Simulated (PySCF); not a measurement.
SnOF, SMILES [O]=[Sn][F], multiplicity 2. Geometry: PBE-D3(BJ)/def2-TZVP. The def2 effective core potentials stand for the cores of Sn; spin–orbit coupling is left out.

Give the equilibrium geometry at PBE-D3(BJ)/def2-TZVP (PySCF confirms it by a frequency run) as bond lengths and angles, and its point group. (An estimate is asked for; the answer gives what the named calculation found.)

point group Cs.
Atoms: Sn1 O2 F3. Bonded distances (Å): Sn1–O2 1.911, Sn1–F3 1.965. Bond angles (°): O2–Sn1–F3 114.1.
Charge 0, spin multiplicity 2.
